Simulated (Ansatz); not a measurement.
## Molecular dynamics of Ba16H

Input:

```yaml
accuracy: low
crystal:
  lattice:
    - [10.04, 0.0, 0.0]
    - [0.0, 10.04, 0.0]
    - [0.0, 0.0, 10.04]
  atoms:
    - { symbol: Ba, position: [0.03326296, 0.02429624, -0.00088321] }
    - { symbol: Ba, position: [0.55096289, -0.02080819, -0.01859956] }
    - { symbol: Ba, position: [-0.02740046, 0.46467476, 0.01703983] }
    - { symbol: Ba, position: [0.03991055, 0.02497557, 0.50377131] }
    - { symbol: Ba, position: [0.29242703, 0.25670748, 0.28341741] }
    - { symbol: Ba, position: [0.49511114, 0.51359823, -0.02326246] }
    - { symbol: Ba, position: [0.49664986, -0.03380427, 0.47909141] }
    - { symbol: Ba, position: [0.71160027, 0.27918396, 0.2425934] }
    - { symbol: Ba, position: [-0.02036768, 0.51614234, 0.49256378] }
    - { symbol: Ba, position: [0.23651644, 0.72422625, 0.19796585] }
    - { symbol: Ba, position: [0.26857039, 0.20926527, 0.79889754] }
    - { symbol: Ba, position: [0.49491693, 0.51505716, 0.50939455] }
    - { symbol: Ba, position: [0.74343927, 0.73573756, 0.23616642] }
    - { symbol: Ba, position: [0.67184887, 0.23769687, 0.75639418] }
    - { symbol: Ba, position: [0.2700694, 0.77934408, 0.77505044] }
    - { symbol: Ba, position: [0.75009485, 0.77479683, 0.75311561] }
    - { symbol: H, position: [0.22405474, 0.00857961, 0.65757999] }
basis:
  ecutwfc: 420.0
kpoints:
  mp_grid: { grid: [1, 1, 1] }
hamiltonian:
  xc: pbe
scf:
  occupations: { method: fermi_dirac, width: 0.15 }
  lower_state_search: "off"
md:
  timestep: 0.75
  n_steps: 300
  ensemble: nvt_langevin
  temperature: 2100.0
  initial_velocities: maxwell_boltzmann
  seed: 78697
  friction: 0.01
```

Command:

```bash
$ ansatz run input.yaml --threads 2 --pin off --max-ram 5120MiB --backend cpu --events-out ev --progress --plain --runs-dir out
```

It goes on from the last frame of an earlier run, with new velocities.

Output, in part (step lines):

```
md step     0: t =     0.00 fs  T =  1976.5 K  F+E_penalty+E_count = -95210.99354116 eV  E_kin = 4.343136 eV  (9 SCF iters)
md step     1: t =     0.75 fs  T =  1992.4 K  F+E_penalty+E_count = -95211.00995522 eV  E_kin = 4.378117 eV  (7 SCF iters)
md step     2: t =     1.50 fs  T =  1961.1 K  F+E_penalty+E_count = -95211.02009636 eV  E_kin = 4.309398 eV  (7 SCF iters)
md step     3: t =     2.25 fs  T =  2162.3 K  F+E_penalty+E_count = -95211.02246141 eV  E_kin = 4.751401 eV  (7 SCF iters)
md step     4: t =     3.00 fs  T =  2260.5 K  F+E_penalty+E_count = -95211.01709579 eV  E_kin = 4.967198 eV  (7 SCF iters)
md step     5: t =     3.75 fs  T =  2176.5 K  F+E_penalty+E_count = -95211.00489965 eV  E_kin = 4.782645 eV  (4 SCF iters)
md step     6: t =     4.50 fs  T =  2193.2 K  F+E_penalty+E_count = -95210.98891970 eV  E_kin = 4.819304 eV  (5 SCF iters)
md step     7: t =     5.25 fs  T =  2118.8 K  F+E_penalty+E_count = -95210.97497867 eV  E_kin = 4.655825 eV  (5 SCF iters)
[... lines left out ...]
md step   299: t =   224.25 fs  T =  1407.1 K  F+E_penalty+E_count = -95209.12357215 eV  E_kin = 3.091899 eV  (5 SCF iters)
md step   300: t =   225.00 fs  T =  1437.6 K  F+E_penalty+E_count = -95209.13773574 eV  E_kin = 3.159017 eV  (6 SCF iters)
```

The steps, from the saved trajectory:

```
time (fs)  T (K)  potential energy less start (eV)
      0.0   1976                             0.000
      7.5   1991                             0.031
     15.0   2226                            -0.084
     22.5   1854                             0.046
     30.0   1992                            -0.099
     37.5   1674                            -0.245
     45.0   1930                            -0.015
     52.5   2157                            -0.067
     60.0   2022                            -0.173
     67.5   1852                            -0.027
     75.0   1854                             0.041
     82.5   1944                            -0.024
     90.0   1511                             0.208
     97.5   1529                             0.314
    105.0   1501                             0.471
    112.5   1431                             0.430
    120.0   1649                             0.433
    127.5   1538                             0.665
    135.0   1708                             0.738
    142.5   1814                             0.773
    150.0   1681                             0.857
    157.5   1761                             0.840
    165.0   1926                             0.941
    172.5   1956                             1.148
    180.0   1974                             1.336
    187.5   2164                             1.494
    195.0   1712                             1.541
    202.5   1739                             1.904
    210.0   1617                             1.699
    217.5   1557                             1.728
    225.0   1438                             1.856
```

All steps were run. The mean temperature of the second half is 16 % below the set value. A run of 0.23 ps of so small a system gives no equilibrium averages. Limits of this set-up: coarse k mesh, odd electron count without spin, low accuracy level.

Mean squared displacements from the first frame to the last, about the centre of mass: Ba 0.51 Å², H 4.63 Å².

Last frame:

```xyz
17
Lattice="10.0400 0.0000 0.0000 0.0000 10.0400 0.0000 0.0000 0.0000 10.0400" Properties=species:S:1:pos:R:3
Ba 0.132 0.345 0.256
Ba 4.795 -0.200 0.401
Ba -0.343 5.056 -0.477
Ba 0.511 0.097 4.997
Ba 2.039 2.629 2.806
Ba 5.069 5.868 0.745
Ba 4.656 -0.057 4.794
Ba 7.431 2.686 2.320
Ba -0.212 5.500 5.177
Ba 2.252 7.314 2.458
Ba 2.930 2.576 7.565
Ba 4.320 5.652 4.863
Ba 7.939 7.854 3.176
Ba 7.337 3.282 7.134
Ba 1.816 8.046 7.281
Ba 7.900 7.993 7.895
H 2.115 1.719 5.002
```

Time of the run: 17 min on 2 threads of Arm Neoverse V1 (shared host), peak memory 0.8 GiB.
